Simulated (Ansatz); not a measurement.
## Worked example: hopping rate and mobility from the reorganisation energy

C10H8N2, SMILES c1ccc(-c2ccccn2)nc1.

The structure is a stationary point at PBE-D3(BJ)/def2-SVP. One conformer was computed; it need not be the lowest.

Four-point relaxation energies from PBE-D3(BJ)/def2-SVP run with Ansatz (a first-principles code), gas phase: hole: ion 334 meV, neutral 562 meV. Assume, for the exercise, a transfer integral of 30 meV, an outer reorganisation energy of 100 meV, equal site energies, a hop of 3.5 Å along one direction and 298.15 K (kT = 25.69 meV).

Question: Find the Marcus rate and the mobility.

Answer: 
k = (2π/ħ) t² (4π λ kT)^(−1/2) exp(−λ/4kT), ħ = 6.582×10⁻¹³ meV s; for a chain D = k a² and μ = e D/kT.
Hole: λ = 334 + 562 + 100 = 996 meV, barrier λ/4 = 249 meV, k = 9.4e8 s⁻¹, μ = 4.5e-5 cm²/(V s).
The rate is non-adiabatic hopping, which holds while t is well under λ. Disorder and quantum modes are left out.
